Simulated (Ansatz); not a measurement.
Geometry optimisation, Ansatz, RKS PBE0/def2-SVP.

Input file:

```yaml
crystal:
  periodic: [false, false, false]
  atoms:
    - { symbol: Ga, position_ang: [-0.7966, -0.2241, 1.9304] }
    - { symbol: O, position_ang: [0.0579, 0.0064, -0.0795] }
    - { symbol: C, position_ang: [0.4741, -0.2258, -1.4042] }
    - { symbol: S, position_ang: [-0.2957, 1.8438, 2.0653] }
    - { symbol: H, position_ang: [0.1367, 1.157, 0.4647] }
    - { symbol: H, position_ang: [-1.3207, -1.6717, 2.2679] }
    - { symbol: H, position_ang: [1.52, 0.0683, -1.526] }
    - { symbol: H, position_ang: [-0.1503, 0.3386, -2.1028] }
    - { symbol: H, position_ang: [0.3745, -1.2925, -1.6157] }
basis:
  gaussian: { orbitals: def2-SVP }
hamiltonian:
  xc: pbe0
relax:
  f_tol: 0.15
  max_steps: 25
  restrain:
    - { distance: [4, 1], at: 2.27, k: 30.0 }
    - { distance: [0, 1], at: 1.88, k: 30.0 }
    - { distance: [4, 3], at: 1.36, k: 30.0 }
```

Command:

```bash
$ ansatz run input.yaml --threads 2 --pin off --max-ram 3072MiB --backend cpu --events-out ev --progress --plain --runs-dir out
```

Task: Where does it end, and by what steps?

Result: The forces met the threshold. The restraints hold the end off the free minimum. After 5 steps the energy has fallen by 0.846 eV (the restraints' own energy left out); H5 moved furthest, 0.60 Å. Joined: S4–H5.

```csv
step,energy less start (eV),largest force component (eV/Å),accepted
0,0.0000,1.936,yes
1,0.1619,2.032,yes
2,-0.0770,2.664,yes
3,-0.5819,1.891,yes
4,-0.8409,1.468,yes
5,-0.8465,1.487,yes
```

```xyz
9
Properties=species:S:1:pos:R:3
Ga -0.695 -0.282 1.610
O -0.045 -0.432 -0.092
C 0.436 -0.339 -1.377
S -0.302 1.820 2.046
H 0.164 1.674 0.775
H -1.300 -1.514 2.319
H 1.468 0.073 -1.402
H -0.191 0.328 -2.004
H 0.465 -1.329 -1.875
```

Run time: 16 s on 2 threads of Intel(R) Xeon(R) Platinum 8488C (Sapphire Rapids), on a shared host, peak memory 0.25 GiB.
